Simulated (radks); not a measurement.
The nitrogen anion N-, [He] 2s2 2p4, held by a Watson sphere: a shell of charge +1.19 at radius R that stands for the Madelung well of a crystal (potential energy -1.19/R inside, -1.19/r outside, in hartree with lengths in bohr). Method: non-relativistic Kohn-Sham, PBEsol, spin-polarised, spherical densities, point nucleus; open shells are filled with parallel spins first; computed with a radial shooting solver on a logarithmic mesh with Libxc functionals. Response by self-consistent Sternheimer equations with the Hartree and adiabatic LDA kernel. The sphere does not respond.

[
 {"R (bohr)": "2.07", "e(2s down) (eV)": "-18.311", "e(2p up) (eV)": "-9.573", "e(2p down) (eV)": "-7.216", "<r> 2p (bohr)": "1.672", "sum of <r^2> (bohr^2)": "17.73", "X-ray form factor at sin(theta)/lambda = 0.2 1/angstrom": "4.811", "alpha (bohr^3)": "12.27"},
 {"R (bohr)": "2.4", "e(2s down) (eV)": "-17.380", "e(2p up) (eV)": "-8.751", "e(2p down) (eV)": "-6.459", "<r> 2p (bohr)": "1.743", "sum of <r^2> (bohr^2)": "18.85", "X-ray form factor at sin(theta)/lambda = 0.2 1/angstrom": "4.738", "alpha (bohr^3)": "14.94"},
 {"R (bohr)": "3.21", "e(2s down) (eV)": "-15.564", "e(2p up) (eV)": "-7.077", "e(2p down) (eV)": "-4.873", "<r> 2p (bohr)": "1.907", "sum of <r^2> (bohr^2)": "21.17", "X-ray form factor at sin(theta)/lambda = 0.2 1/angstrom": "4.646", "alpha (bohr^3)": "23.57"},
 {"R (bohr)": "3.59", "e(2s down) (eV)": "-14.905", "e(2p up) (eV)": "-6.453", "e(2p down) (eV)": "-4.268", "<r> 2p (bohr)": "1.982", "sum of <r^2> (bohr^2)": "22.12", "X-ray form factor at sin(theta)/lambda = 0.2 1/angstrom": "4.627", "alpha (bohr^3)": "28.92"},
 {"R (bohr)": "3.83", "e(2s down) (eV)": "-14.539", "e(2p up) (eV)": "-6.105", "e(2p down) (eV)": "-3.927", "<r> 2p (bohr)": "2.030", "sum of <r^2> (bohr^2)": "22.68", "X-ray form factor at sin(theta)/lambda = 0.2 1/angstrom": "4.619", "alpha (bohr^3)": "32.92"}
]
